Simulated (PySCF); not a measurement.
# Electron correlation in Mg (magnesium, neutral)

[Ne] 3s1 3p1, high-spin 3P determinant (an excited configuration). Calculation: PySCF 2.14, in def2-QZVPPD; the non-relativistic Hamiltonian (point nucleus). Frozen: 1s2; 10 electrons correlated.

```tsv
level	correlation energy (mhartree)
CCSD	-205.46
(T)	-2.19
CCSD(T)	-207.65
```

Diagnostics: T1 = 0.0063, D1 = 0.0242, largest double amplitude 0.045.

Cost of the coupled-cluster step: roughly 14 core-seconds, for 10 correlated electrons.

This basis was not built for core-valence correlation, so the inner-shell part is incomplete.
